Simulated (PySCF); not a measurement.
**How methods differ on the ionisation energy of Ar+**

Ar+ [Ne] 3s2 3p5 (2P) → Ar(2+) [Ne] 3s2 3p4 (3P), as a difference of total energies. Calculation: PySCF 2.14, in dyall-av2z (13s9p2d, 50 functions); no relativity, point nucleus. Correlated levels: valence: [Ne] frozen; virtual orbitals above 40 to 60 times the deepest correlated orbital energy dropped. The calculations carry no spin-orbit coupling.

```json
{"method": "UHF", "ionisation energy (eV)": "26.392"}
{"method": "LDA", "ionisation energy (eV)": "27.850"}
{"method": "PBE", "ionisation energy (eV)": "27.617"}
{"method": "PBE0", "ionisation energy (eV)": "27.626"}
{"method": "r2SCAN", "ionisation energy (eV)": "27.679"}
{"method": "r2SCANh", "ionisation energy (eV)": "27.667"}
{"method": "TPSS", "ionisation energy (eV)": "27.603"}
{"method": "B97-3", "ionisation energy (eV)": "27.717"}
{"method": "PBEsol", "ionisation energy (eV)": "27.579"}
{"method": "MP2 (valence)", "ionisation energy (eV)": "27.164"}
{"method": "SCS-MP2 (valence)", "ionisation energy (eV)": "27.139"}
```

Q: How much does correlation contribute at MP2 (valence)?

A: 27.164 − (26.392) = 0.772 eV, measured against UHF.

A first-order spin-orbit estimate (lowest level to lowest level, LS coupling) adds -0.006 eV.

Errors of the correlated levels include the incompleteness of this basis and the frozen core.

For comparison: 27.630 eV (measured; NIST Atomic Spectra Database, ionization energies).
